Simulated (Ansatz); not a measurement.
Ansatz (a first-principles code) input:
A basis named .json is the Basis Set Exchange file of that set.

Ansatz 0.2 input:
```yaml
crystal:
  periodic: [false, false, false]
  atoms:
    - {symbol: C, position_ang: [-2.33644108, 0.67506211, -0.79480960]}
    - {symbol: C, position_ang: [-1.88190936, -0.54481556, 0.00149665]}
    - {symbol: N, position_ang: [-0.81103535, -0.26875599, 0.95008741]}
    - {symbol: Si, position_ang: [0.84526570, -0.64407837, 0.75708650]}
    - {symbol: O, position_ang: [1.80457364, 0.47487526, 0.01528008]}
    - {symbol: C, position_ang: [1.68504097, 0.84773098, -1.34408078]}
    - {symbol: H, position_ang: [-1.51466797, 1.08189728, -1.38652790]}
    - {symbol: H, position_ang: [-3.15371761, 0.41615073, -1.47232555]}
    - {symbol: H, position_ang: [-2.69086847, 1.46408598, -0.12736840]}
    - {symbol: H, position_ang: [-1.52827880, -1.31945085, -0.68323849]}
    - {symbol: H, position_ang: [-2.74017967, -0.97372764, 0.52980322]}
    - {symbol: H, position_ang: [-1.08409766, 0.36233977, 1.68908732]}
    - {symbol: H, position_ang: [0.87244329, -1.88282981, -0.05994348]}
    - {symbol: H, position_ang: [1.45750067, -0.77984741, 2.09127097]}
    - {symbol: H, position_ang: [2.60273967, 1.35388256, -1.64492254]}
    - {symbol: H, position_ang: [0.84497855, 1.53332169, -1.49101570]}
    - {symbol: H, position_ang: [1.54094325, -0.02430046, -1.99252045]}
basis:
  gaussian:
    orbitals: cc-pV_T+d_Z.json
    fitting: {mean_field: def2-universal-jkfit, correlation: cc-pVTZ-RIFIT.json}
magnetization: {spin_polarized: false}
correlation: {method: mp2, electrons: outside_noble_gas}
```

**Question.** What final total energy does it print?

**Answer.** -539.52826 Eh (RI-MP2/cc-pV(T+d)Z). The basis has 343 functions.
